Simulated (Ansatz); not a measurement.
Input file for `CC(C)=[O+][AlH3-]`:

```yaml
crystal:
  periodic: [false, false, false]
  atoms:
    - {symbol: C, position_ang: [-1.639669, 1.002600, 0.764010]}
    - {symbol: C, position_ang: [-0.454168, 0.282369, 0.233803]}
    - {symbol: C, position_ang: [0.745967, 0.114925, 1.089253]}
    - {symbol: O, position_ang: [-0.482685, -0.165699, -0.911092]}
    - {symbol: Al, position_ang: [0.926357, -1.141777, -1.851856]}
    - {symbol: H, position_ang: [-1.344650, 2.017521, 1.048418]}
    - {symbol: H, position_ang: [-1.980700, 0.512393, 1.680893]}
    - {symbol: H, position_ang: [-2.440791, 1.034037, 0.029135]}
    - {symbol: H, position_ang: [0.630635, 0.564423, 2.073189]}
    - {symbol: H, position_ang: [1.606548, 0.543450, 0.563436]}
    - {symbol: H, position_ang: [0.961667, -0.956092, 1.173844]}
    - {symbol: H, position_ang: [1.101854, -2.375174, -0.832507]}
    - {symbol: H, position_ang: [2.097915, -0.041397, -1.761444]}
    - {symbol: H, position_ang: [0.258824, -1.420880, -3.270284]}
basis:
  gaussian: {orbitals: def2-SVP}
correlation: {method: ccsd_t}
```

```sh
$ ansatz run in.yaml --threads 4 --pin off --events-out ev --progress --plain
```

Log, shortened:

```
Functional definition: HF
1190 factors; integrals over basis functions are off by at most 1.3e-3 eV
mean field evaluation 1: about -11844.7864 eV, gradient 3.5e1 eV
mean field evaluation 2: about -11844.7957 eV, gradient 3.5e1 eV
mean field evaluation 4: about -11848.0509 eV, gradient 5.1e0 eV
mean field evaluation 8: about -11848.1309 eV, gradient 9.9e-2 eV
mean field evaluation 16: about -11848.1140 eV, gradient 1.2e0 eV
mean field -11848.13097922 eV, -435.4107825348 hartree, gradient 2.7e-6 eV, S^2 0.000000; 0 other end points of the search recorded, 0 dependent functions left out
9 core orbitals not correlated: weight in the atoms' cores, before any rotation towards them, 1.000 or more for the frozen orbitals, at most 0.000 for the correlated occupied ones
reference -11848.13097922 eV, -435.4107825348 hartree; 15, 15 occupied and 95, 95 virtual orbitals, 1190 factors
second order -18.44379212 eV of doubles, -0.00000000 eV of singles
cycle   1  -19.40357333 eV  change   -9.6e-1 eV  update   1.1e-1
cycle   2  -19.98440320 eV  change   -5.8e-1 eV  update   3.4e-2
cycle   3  -20.14156189 eV  change   -1.6e-1 eV  update   2.0e-2
cycle   4  -20.13542718 eV  change    6.1e-3 eV  update   6.0e-3
cycle   5  -20.13491229 eV  change    5.1e-4 eV  update   2.6e-3
cycle   6  -20.13524606 eV  change   -3.3e-4 eV  update   8.5e-4
cycle   7  -20.13489504 eV  change    3.5e-4 eV  update   3.6e-4
cycle   8  -20.13488662 eV  change    8.4e-6 eV  update   1.2e-4
cycle   9  -20.13495580 eV  change   -6.9e-5 eV  update   4.6e-5
cycle  10  -20.13494404 eV  change    1.2e-5 eV  update   1.7e-5
perturbative correction -0.58463808 eV, -0.0214850531 hartree
Total energy: -11868.85056134 eV, -436.1722131335 hartree
```

Run time 9 s (4 threads of a server CPU on a shared host); peak host memory 0.66 GiB.

The correlation energy is -20.720 eV, 2.8 % of it from (T); the T1 diagnostic reads 0.0145.
